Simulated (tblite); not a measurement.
Compound: C4H12AlClO2.
Bonds: C1–O2, O2–C3, C3–O4, O4–C5, O4–Al6, Al6–C7, C7–Cl8. Hydrogens: H9, H10, H11 on C1; H12, H13 on C3; H14, H15, H16 on C5; H17, H18 on Al6; H19, H20 on C7.

Computed with GFN2-xTB (tblite), gas phase: L-BFGS steps from a force-field or distance-geometry start until the largest atomic force falls under 0.01 eV/Å.

Step 29: E = -773.8553 eV
```
atom  x, y, z in Å  |  force x, y, z in eV/Å
C1      2.6372   -1.1768   -0.0559   -0.036   0.028  -0.018
O2      1.6229   -0.2648    0.2832   -0.039   0.040   0.195
C3      0.7222    0.0269   -0.7344    0.032   0.054   0.011
O4     -0.2382    0.8910   -0.2242   -0.128  -0.078   0.063
C5      0.2347    2.1706    0.1688   -0.008  -0.022  -0.030
Al6    -1.7698    0.1508    0.6958    0.078   0.072   0.027
C7     -2.4545   -1.4495   -0.3316   -0.034  -0.034  -0.132
Cl8    -2.7261   -0.3856   -1.7632    0.011   0.113  -0.025
H9      2.2125   -2.1027   -0.4486    0.010  -0.111   0.011
H10     3.1808   -1.3661    0.8651    0.009  -0.073   0.013
H11     3.3169   -0.7489   -0.7967    0.060   0.033  -0.125
H12     0.1807   -0.8666   -1.0843    0.030  -0.053   0.087
H13     1.2410    0.4833   -1.5934    0.082   0.134  -0.152
H14     0.7077    2.6751   -0.6717    0.058   0.029  -0.146
H15     0.9316    2.0912    0.9995    0.086  -0.058   0.050
H16    -0.6454    2.7262    0.4827   -0.071   0.003   0.046
H17    -2.5761    1.4673    0.4750   -0.063   0.054   0.120
H18    -1.1374   -0.2245    2.0722   -0.089   0.106  -0.072
H19    -1.9873   -2.3448   -0.7380    0.073  -0.152   0.055
H20    -3.4587   -1.7413   -0.0130   -0.061  -0.084   0.021
```

Step 30: E = -773.8613 eV
```
atom  x, y, z in Å  |  force x, y, z in eV/Å
C1      2.6337   -1.1757   -0.0607    0.029   0.017  -0.002
O2      1.6307   -0.2544    0.2863   -0.026  -0.027   0.120
C3      0.7226    0.0232   -0.7283    0.011   0.100  -0.015
O4     -0.2381    0.8866   -0.2188   -0.114  -0.020   0.079
C5      0.2358    2.1673    0.1676    0.010   0.072  -0.007
Al6    -1.7805    0.1552    0.6972    0.094  -0.020  -0.064
C7     -2.4472   -1.4643   -0.3274   -0.072   0.051  -0.160
Cl8    -2.6889   -0.3543   -1.7426   -0.018  -0.051   0.065
H9      2.1973   -2.0981   -0.4535    0.041  -0.052   0.021
H10     3.1804   -1.3724    0.8571    0.007  -0.084   0.015
H11     3.3186   -0.7499   -0.8013   -0.002  -0.007  -0.100
H12     0.1808   -0.8752   -1.0686    0.069  -0.027   0.100
H13     1.2359    0.4777   -1.5947    0.044   0.097  -0.108
H14     0.6960    2.6758   -0.6819    0.023  -0.026  -0.060
H15     0.9434    2.0967    0.9941    0.035  -0.079  -0.042
H16    -0.6429    2.7217    0.4934   -0.037  -0.026   0.019
H17    -2.5871    1.4648    0.4654   -0.078   0.100   0.144
H18    -1.1515   -0.2071    2.0716   -0.077   0.096  -0.016
H19    -1.9838   -2.3570   -0.7497    0.019  -0.065   0.078
H20    -3.4602   -1.7500   -0.0181    0.041  -0.050  -0.066
```

Step 31: E = -773.8671 eV
```
atom  x, y, z in Å  |  force x, y, z in eV/Å
C1      2.6303   -1.1722   -0.0594    0.068  -0.001   0.001
O2      1.6261   -0.2550    0.2951    0.012  -0.056   0.070
C3      0.7284    0.0248   -0.7278   -0.013   0.112  -0.024
O4     -0.2404    0.8827   -0.2245   -0.083   0.027   0.068
C5      0.2381    2.1618    0.1642    0.000   0.096   0.010
Al6    -1.7860    0.1607    0.6966    0.076  -0.088  -0.144
C7     -2.4531   -1.4621   -0.3338   -0.016   0.055  -0.037
Cl8    -2.7032   -0.3684   -1.7525   -0.028   0.028   0.032
H9      2.1935   -2.0971   -0.4499    0.062  -0.012   0.026
H10     3.1837   -1.3690    0.8544    0.008  -0.082   0.013
H11     3.3109   -0.7428   -0.8048   -0.046  -0.032  -0.059
H12     0.1967   -0.8756   -1.0772    0.049  -0.025   0.083
H13     1.2519    0.4872   -1.5859    0.011   0.070  -0.079
H14     0.7050    2.6676   -0.6851    0.000  -0.041  -0.018
H15     0.9423    2.0877    0.9949    0.014  -0.080  -0.078
H16    -0.6387    2.7210    0.4885   -0.028  -0.028   0.005
H17    -2.5937    1.4707    0.4926   -0.083   0.109   0.086
H18    -1.1528   -0.2053    2.0600   -0.044   0.068   0.062
H19    -1.9821   -2.3558   -0.7466   -0.008  -0.060   0.082
H20    -3.4619   -1.7501   -0.0115    0.049  -0.061  -0.098
```

Question: Estimate the geometry and energy of step 32. (The exact step hangs on the optimiser's Hessian estimate; all steps are aligned on step 31, rigid shifts and turns removed.)

Answer: E = -773.8714 eV, largest force 0.145 eV/Å
```
atom  x, y, z in Å  |  force x, y, z in eV/Å
C1      2.6289   -1.1703   -0.0592    0.058  -0.015   0.002
O2      1.6250   -0.2538    0.3017    0.022  -0.061  -0.026
C3      0.7305    0.0273   -0.7262   -0.004   0.074  -0.008
O4     -0.2436    0.8815   -0.2258    0.003   0.056   0.035
C5      0.2386    2.1607    0.1621   -0.004   0.070   0.014
Al6    -1.7854    0.1612    0.6935    0.015  -0.064  -0.129
C7     -2.4550   -1.4611   -0.3372    0.023   0.016   0.021
Cl8    -2.7043   -0.3678   -1.7522   -0.035   0.034   0.003
H9      2.1906   -2.0962   -0.4494    0.069   0.023   0.033
H10     3.1855   -1.3711    0.8521    0.012  -0.067   0.002
H11     3.3058   -0.7397   -0.8088   -0.066  -0.043  -0.022
H12     0.2053   -0.8779   -1.0751    0.046   0.007   0.067
H13     1.2580    0.4917   -1.5842   -0.027   0.039  -0.010
H14     0.7079    2.6643   -0.6886   -0.027  -0.050   0.013
H15     0.9441    2.0808    0.9921   -0.004  -0.060  -0.094
H16    -0.6375    2.7200    0.4882   -0.016  -0.014   0.002
H17    -2.6008    1.4722    0.5009   -0.054   0.082   0.070
H18    -1.1569   -0.2027    2.0582   -0.029   0.057   0.071
H19    -1.9798   -2.3569   -0.7435   -0.030  -0.029   0.065
H20    -3.4620   -1.7516   -0.0113    0.048  -0.054  -0.110
```

The energy changes by -0.0042 eV. The first-order estimate −F·Δx gives -0.0055 eV and the mean of the old and new forces, exact on a quadratic surface, -0.0042 eV. The step makes an angle of 60° with the force vector and moves no atom by more than 0.011 Å.

What follows is the cost of the whole relaxation. The run took 2.3 s on an Arm Neoverse V1 with one thread, no GPU (shared host).
